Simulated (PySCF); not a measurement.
C3H9BS.
SMILES with atom numbers: `[CH3:1][B:2]([CH3:3])[CH2:4][SH:5]` (hydrogens: H6, H7, H8 on C1; H9, H10, H11 on C3; H12, H13 on C4; H14 on S5)

Method used: PBE0-D3(BJ)/def2-SVP geometry optimisation, gas phase (PySCF).

(1) List the bond lengths, angles and torsions at this level.

Results:

(1) 
```json
{"bond": "C1–B2, B2–C3", "length (bohr)": "2.966", "order": "single"}
{"bond": "B2–C4", "length (bohr)": "2.994", "order": "single"}
{"bond": "C4–S5", "length (bohr)": "3.432", "order": "single"}
{"bond": "C1–H6 and 4 like bonds", "length (bohr)": "2.082", "order": "single"}
{"bond": "C3–H10", "length (bohr)": "2.096", "order": "single"}
{"bond": "C4–H12, C4–H13", "length (bohr)": "2.088", "order": "single"}
{"bond": "S5–H14", "length (bohr)": "2.553", "order": "single"}
```

Bonds in one row agree within 0.02 bohr and their mean is given. Orders are formal, as drawn. A selection of angles:
```json
{"angle": "B2–C1–H6", "degrees": "108.7"}
{"angle": "B2–C1–H7", "degrees": "114.7"}
{"angle": "B2–C1–H8", "degrees": "111.2"}
{"angle": "H6–C1–H7", "degrees": "107.7"}
{"angle": "H6–C1–H8", "degrees": "105.1"}
{"angle": "H7–C1–H8", "degrees": "108.9"}
{"angle": "C1–B2–C3", "degrees": "122.2"}
{"angle": "C1–B2–C4", "degrees": "117.1"}
{"angle": "C3–B2–C4", "degrees": "120.7"}
{"angle": "B2–C3–H9", "degrees": "114.2"}
{"angle": "B2–C3–H10", "degrees": "105.5"}
{"angle": "B2–C4–S5", "degrees": "113.8"}
{"angle": "B2–C4–H12", "degrees": "103.4"}
{"angle": "B2–C4–H13", "degrees": "112.0"}
{"angle": "S5–C4–H12", "degrees": "109.6"}
{"angle": "S5–C4–H13", "degrees": "111.0"}
{"angle": "H12–C4–H13", "degrees": "106.5"}
{"angle": "C4–S5–H14", "degrees": "97.8"}
```

Torsions: C1–B2–C4–S5 -158° (antiperiplanar); H14–S5–C4–B2 -176° (antiperiplanar). The mirror-image conformer, all signs reversed, is as good.

B2 (three-coordinate boron) is planar (angles 122.2°, 120.7° and 117.1°, sum 360.0°, 0.01 Å off the plane of its three neighbours). Of the pairs four or more bonds apart, S5···H11 is among the closest relative to their van der Waals radii: 2.90 Å, 97 % of the sum of Bondi's values.

Point group: C1 (no symmetry element, even within 0.4 Å). No frequency check. The numbers are those of one conformer (C1–B2–C4–S5 -158°, B2–C4–S5–H -176°).

Hardware: one thread, Arm Neoverse V2 (aarch64), shared host with 96 logical CPUs at a one-minute load of 33. Cost: 40 s, 0.50 GiB resident at most. This is the geometry optimisation.
